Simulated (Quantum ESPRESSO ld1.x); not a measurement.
Radial electron density D(r) = 4 pi r^2 rho(r) of an atom or ion with 13 electrons. All-electron calculation, scalar-relativistic Kohn-Sham, LDA (Slater exchange, Perdew-Zunger correlation), spin-polarised, spherical densities, point nucleus. Program: ld1.x of Quantum ESPRESSO 7.5.

```
   r/bohr * D(r) (the largest magnitude, 47.1, reaches the edge; | marks zero)
 0.003033 |  *
 0.003419 |   *
 0.003855 |    *
 0.004347 |     *
 0.004901 |       *
 0.005526 |        *
  0.00623 |          *
 0.007024 |             *
  0.00792 |               *
  0.00893 |                  *
  0.01007 |                     *
  0.01135 |                         *
   0.0128 |                            *
  0.01443 |                                *
  0.01627 |                                    *
  0.01835 |                                        *
  0.02068 |                                           *
  0.02332 |                                             *
   0.0263 |                                               *
  0.02965 |                                                *
  0.03343 |                                                *
  0.03769 |                                              *
   0.0425 |                                            *
  0.04791 |                                          *
  0.05402 |                                       *
  0.06091 |                                      *
  0.06923 |                                      *
  0.07805 |                                       *
  0.08801 |                                          *
  0.09923 |                                              *
   0.1119 |                                                   *
   0.1261 |                                                      *
   0.1422 |                                                      *
   0.1604 |                                                   *
   0.1808 |                                             *
   0.2039 |                                     *
   0.2298 |                            *
   0.2591 |                    *
   0.2922 |              *
   0.3294 |           *
   0.3714 |          *
   0.4188 |          *
   0.4722 |         *
   0.5324 |       *
   0.6003 |     *
   0.6768 |   *
   0.7631 | *
   0.8604 |*
   0.9701 *
    1.094 *
    1.233 *
     1.39 *
    1.568 *
```

What is the nuclear charge?

Answer. Z = 34. The innermost maximum, from 1s, lies near gamma/Z bohr with gamma = sqrt(1 - (Z/c)^2) = 0.969, here 0.0285 bohr (found: 0.0304), and its height grows with Z. The density is that of the selenium ion Se21+ in [Ne] 3s2 3p1; the configuration itself is not fixed sharply by these data, and Z only to about a unit. D(r) has 2 maxima, at r = 0.0304, 0.137 bohr, and minima at 0.0660 bohr, inside which lie 2.10 electrons.
